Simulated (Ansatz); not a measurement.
`C[Te]C(F)(F)F`, relaxed with RKS PBE0-D4/def2-TZVP in the Gaussian-basis code of Ansatz from a PBE-D4/def2-SVP geometry. The force threshold is 0.005 eV/Å; the program also tests the step.

Total charge 0; spin multiplicity 1. Te takes the def2 core potential.

Start:

```xyz
9

C    -0.159    1.528    0.377
Te   -0.011    0.443   -1.500
C     0.153   -1.462   -0.400
F     1.229   -1.477    0.415
F     0.271   -2.479   -1.274
F    -0.931   -1.688    0.371
H    -0.260    2.600    0.127
H     0.761    1.357    0.963
H    -1.053    1.178    0.923
```

```json
{"step": "1", "energy (eV)": "-17561.4094", "largest force (eV/Å)": "0.762", "largest move (Å)": "0.000"}
{"step": "2", "energy (eV)": "-17561.4543", "largest force (eV/Å)": "0.396", "largest move (Å)": "0.067"}
{"step": "3", "energy (eV)": "-17561.4601", "largest force (eV/Å)": "0.155", "largest move (Å)": "0.020"}
{"step": "4", "energy (eV)": "-17561.4620", "largest force (eV/Å)": "0.053", "largest move (Å)": "0.021"}
{"step": "5", "energy (eV)": "-17561.4622", "largest force (eV/Å)": "0.028", "largest move (Å)": "0.006"}
{"step": "6", "energy (eV)": "-17561.4622", "largest force (eV/Å)": "0.005", "largest move (Å)": "0.001"}
{"step": "7", "energy (eV)": "-17561.4622", "largest force (eV/Å)": "0.001", "largest move (Å)": "0.001"}
```

End:

```xyz
9

C    -0.159    1.528    0.377
Te   -0.011    0.432   -1.448
C     0.153   -1.458   -0.399
F     1.219   -1.503    0.406
F     0.269   -2.450   -1.285
F    -0.916   -1.713    0.362
H    -0.257    2.577    0.100
H     0.745    1.383    0.963
H    -1.042    1.206    0.924
```

Hardware: 4 threads of a server CPU on a shared host. Wall time 13 s, peak host memory 0.67 GiB.
